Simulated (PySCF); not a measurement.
A side-by-side comparison of computed properties.

First species: C₃H₁₅NSi₃.
Atom-mapped SMILES: `[SiH3:1][NH:2][CH2:3][CH2:4][CH:5]([SiH3:6])[SiH3:7]` (hydrogens: H8, H9, H10 on Si1; H11 on N2; H12, H13 on C3; H14, H15 on C4; H16 on C5; H17, H18, H19 on Si6; H20, H21, H22 on Si7)

Second species: C8H7N.
InChI=1S/C8H7N/c1-2-3-6-9-7-4-5-8-9/h2,4-5,7-8H,1H2

Levels: PBE0/pcSseg-1 for dipole moment, HOMO energy, LUMO energy and HOMO–LUMO gap; GFN2-xTB for rotational constant A and rotational constant C. Geometries: GFN2-xTB. All species are isolated and taken at one optimised geometry, non-relativistic unless stated; the electronic structure was computed with PySCF and density fitting.

Dipoles, sizes and rotational constants follow the conformer. The torsions of the flexible species, by atom-mapped SMILES:
- `[SiH3:1][NH:2][CH2:3][CH2:4][CH:5]([SiH3:6])[SiH3:7]`: Si1–N2–C3–C4 -80°, N2–C3–C4–C5 -175°, C3–C4–C5–Si6 -61°

Values for the first species:

```
Dipole moment         : 1.12 D
HOMO energy           : -6.78 eV
LUMO energy           : 0.43 eV
HOMO–LUMO gap         : 7.21 eV
Rotational constant A : 2.258 GHz
Rotational constant C : 0.517 GHz
```

Task: Estimate the same properties for the second species, and the change in each.

Result: 
| property | first | second | second less first |
| --- | --- | --- | --- |
| dipole moment | 1.12 D | 0.56 D | -0.56 D |
| HOMO energy | -6.78 eV | -6.40 eV | +0.38 eV |
| LUMO energy | 0.43 eV | -1.00 eV | -1.43 eV |
| HOMO–LUMO gap | 7.21 eV | 5.40 eV | -1.81 eV |
| rotational constant A | 2.258 GHz | 7.520 GHz | +5.262 GHz |
| rotational constant C | 0.517 GHz | 0.660 GHz | +0.143 GHz |

On the first: The dipole equals about 3.7 × 10⁻³⁰ C·m (1 D = 3.33564 × 10⁻³⁰ C·m).

On the second: In atomic units the dipole is 0.22 e·bohr (1 au = 2.5417 D).
